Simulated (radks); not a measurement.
Tc II, 42 electrons, occupied as [Kr] 4d5 5s1 (the NIST ground configuration). Calculated with a radial shooting solver on a logarithmic mesh with Libxc functionals: Dirac Kohn-Sham, PBE, spin-unpolarised, spherical densities, finite nucleus; open shells are shared between the two j in proportion to 2j + 1; Fermi nuclear charge, rms radius 4.4112 fm.

Unscreened Slater integrals over Kohn-Sham orbitals (eV). Large and small components are both included. Empty in this configuration: 5p1/2.

integral           value
F0(5s1/2,5s1/2)   8.0778
F0(5s1/2,4d5/2)   9.6824
G2(5s1/2,4d5/2)   2.0138
F0(5s1/2,4d3/2)   9.7019
G2(5s1/2,4d3/2)   1.9672
F0(5s1/2,4p3/2)   10.166
G1(5s1/2,4p3/2)  0.68837
F0(5s1/2,5p1/2)   7.1269
G1(5s1/2,5p1/2)   4.5863
F0(4d5/2,4d5/2)   14.781
F2(4d5/2,4d5/2)   7.2750
F4(4d5/2,4d5/2)   4.7102
F0(4d5/2,4d3/2)   14.862
F2(4d5/2,4d3/2)   7.3165
G2(4d5/2,4d3/2)   7.3140
G4(4d5/2,4d3/2)   4.7365
F0(4d5/2,4p3/2)   17.072
F2(4d5/2,4p3/2)   8.1813
G1(4d5/2,4p3/2)   10.130
G3(4d5/2,4p3/2)   6.1494
F0(4d5/2,5p1/2)   8.0513
G3(4d5/2,5p1/2)  0.96810
F0(4d3/2,4d3/2)   14.945
F2(4d3/2,4d3/2)   7.3596
F0(4d3/2,4p3/2)   17.195
F2(4d3/2,4p3/2)   8.2755
G1(4d3/2,4p3/2)   10.279
G3(4d3/2,4p3/2)   6.2422
F0(4d3/2,5p1/2)   8.0624
G1(4d3/2,5p1/2)   1.2150
F0(4p3/2,4p3/2)   20.730
F2(4p3/2,4p3/2)   10.880
F0(4p3/2,5p1/2)   8.3285
G2(4p3/2,5p1/2)  0.40387
F0(5p1/2,5p1/2)   6.4837
